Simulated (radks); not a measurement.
Problem. Zn+, configuration [Ar] 3d10 5s1 (not the ground configuration). Method: scalar-relativistic Kohn-Sham, BLYP, spin-unpolarised, spherical densities, finite nucleus; Fermi nuclear charge, rms radius 3.9283 fm; computed with a radial shooting solver on a logarithmic mesh with Libxc functionals. Some entries of the table are withheld. Estimate them.

| orbital | occ. | eigenvalue (hartree) | <r^2> (bohr^2) | <r> (bohr) |
|---|---|---|---|---|
| 1s | 2 | -350.7319 | 0.003405 | 0.05031 |
| 2s | 2 | -43.13042 | 0.06037 | 0.2262 |
| 2p | 6 | -37.47054 | 0.04819 | 0.1982 |
| 3s | 2 | -5.30692 | 0.5372 | 0.6816 |
| 3p | 6 | (1) | 0.6024 | 0.7138 |
| 3d | 10 | -0.93214 | 1.032 | 0.8841 |
| 5s | 1 | -0.20937 | 36.27 | (2) |

Solution. 
(1) 3p eigenvalue (hartree): -3.62688
(2) 5s <r> (bohr): 5.710
